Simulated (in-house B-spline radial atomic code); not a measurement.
Spin-orbit splittings of orbital energies (j = l + 1/2 less j = l - 1/2) and ratios of mean radii (lower j over upper j) along the 44-electron series, configuration [Kr] 4d8. Computed with a B-spline radial code for spherical atoms: Dirac-Hartree-Fock, average of the configuration, finite nuclei.

```csv
ion,Z,splitting of 2p (eV),radius ratio of 2p,splitting of 3p (eV),radius ratio of 3p,splitting of 4p (eV),radius ratio of 4p
Pr15+,59,483.82,0.93222,98.421,0.95635,23.099,0.96559
Nd16+,60,521.67,0.92977,106.89,0.95489,25.535,0.96468
Pm17+,61,561.85,0.92726,115.94,0.95339,28.162,0.96372
Sm18+,62,604.47,0.9247,125.58,0.95186,30.989,0.96274
Eu19+,63,649.66,0.92208,135.86,0.9503,34.028,0.96172
Gd20+,64,697.52,0.91941,146.8,0.9487,37.289,0.96067
Tb21+,65,748.2,0.91669,158.44,0.94707,40.786,0.95959
Dy22+,66,801.81,0.91391,170.81,0.94541,44.53,0.95848
Ho23+,67,858.51,0.91107,183.95,0.94371,48.534,0.95733
Er24+,68,918.42,0.90817,197.9,0.94197,52.812,0.95616
Tm25+,69,981.7,0.90522,212.69,0.94019,57.378,0.95495
Yb26+,70,1048.5,0.9022,228.37,0.93838,62.246,0.95371
Lu27+,71,1118.98,0.89913,244.98,0.93653,67.432,0.95244
Hf28+,72,1193.33,0.89599,262.56,0.93464,72.952,0.95113
Ta29+,73,1271.7,0.89279,281.17,0.93271,78.823,0.9498
W30+,74,1354.28,0.88952,300.85,0.93074,85.061,0.94843
Re31+,75,1441.28,0.88619,321.65,0.92872,91.685,0.94702
Os32+,76,1532.87,0.8828,343.62,0.92667,98.715,0.94558
Ir33+,77,1629.29,0.87933,366.82,0.92457,106.17,0.94411
Pt34+,78,1730.75,0.8758,391.32,0.92242,114.07,0.9426
Au35+,79,1837.47,0.8722,417.16,0.92023,122.44,0.94106
```

Task: With what power of Z does the column «splitting of 2p (eV)» change over this range?

Result: A fit of the logarithm of its size against log Z from Z = 59 to 79 has slope 4.57. An unscreened hydrogenic electron would give 4 at low Z; screening makes the apparent power larger near the neutral end, and relativity raises it again at high Z.
